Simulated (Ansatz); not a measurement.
Ag₂F₂⁻, that is (AgF)2 ring with one electron more. Total charge -1; doublet. Geometry r2SCAN-D4/def2-TZVP, that of the neutral singlet; atoms count from 1.

```xyz
4

Ag   -0.968    0.734    0.792
F     0.451    1.401   -0.745
Ag    0.970   -0.733   -0.790
F    -0.453   -1.401    0.743
```

In the def2 sets Ag takes a core potential; there is no spin–orbit coupling. The highest occupied level of the charge -1 doublet lies above zero (up to 0.37 eV). By energy differences its removal costs 1.17 eV (vertical, to the charge 0 singlet, at PBE0-D4/def2-TZVPD); a positive level beside a positive removal energy at the same level points to self-interaction error.

Estimate the Mulliken populations from the PBE0/def2-TZVPD orbitals of Ansatz.


| atom | charge (e) | spin (α − β) | d electrons |
| --- | --- | --- | --- |
| Ag1 | 0.21 | 0.60 | 9.93 |
| F2 | -0.71 | -0.10 | – |
| Ag3 | 0.21 | 0.60 | 9.93 |
| F4 | -0.71 | -0.10 | – |
Mulliken values and Mayer orders depend strongly on the basis. With diffuse functions, as here, like atoms can get unlike values, and bond orders can come out too low or too high.

Where does the spin sit?

Summed by element: Ag 1.19, F -0.19, of 1 unpaired in all. Largest on single atoms: Ag1 0.60, Ag3 0.60, F4 -0.10.

And the Mayer bond orders between bonded heavy atoms (over 0.3)?

Ag1–Ag3 0.65 (2.90 Å).
